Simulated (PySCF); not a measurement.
A structure optimised at r2SCAN-D4/def2-SVP, used in a PySCF frequency run:

```
C
F 1 1.3252
F 1 1.3252 2 108.81
F 1 1.3252 2 108.81 3 118.42
Cl 1 1.7709 2 110.12 3 -120.79
```

**Question.** Write its SMILES, formula and point group.

**Answer.** FC(F)(F)Cl, CClF₃, C3v

**Question.** What are its rotational constants (standard atomic weights)?

**Answer.** 5.7269, 3.2778, 3.2778 GHz
